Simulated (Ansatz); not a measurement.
`C[CH2][Al]([CH3])[F]` → `CC[CH](F)[AlH2]`  (isomerisation)

Computed with Ansatz on PBE0-D4/def2-TZVP structures; ΔE is electronic, products minus reactants. CCSD(T)/CBS adds triple-zeta CCSD(T) − MP2 to the extrapolated MP2 energy (def2 sets, frozen cores). Functionals use def2-TZVPP. B3LYP here is the variant with VWN-RPA as its local correlation; programs differ in this. One conformer a species, not always the lowest.

Q: Is it downhill or uphill in electronic energy at CCSD(T)/CBS, and by how much? (Estimate.)

A: The calculation gave: Uphill: ΔE = +340.7 kJ/mol.

Q: What do these levels give: PBE-D4, B3LYP-D4, B2PLYP, PBE, PBE0, CCSD(T)/def2-TZVPP? (Best estimate.)

A: The calculation gave: PBE-D4 324.8, B3LYP-D4 331.0, B2PLYP 339.7, PBE 326.1, PBE0 330.3, CCSD(T)/def2-TZVPP 336.1 kJ/mol.

Largest T1 diagnostic among the species: 0.011.

From PBE to PBE0 (25 % exact exchange), in def2-TZVPP and without D4, ΔE moves by +4.2 kJ/mol. In def2-TZVPP, CCSD(T) changes the Hartree–Fock value by +11.8 kJ/mol (the triples alone add −0.1 kJ/mol) and MP2 by +27.3 kJ/mol.
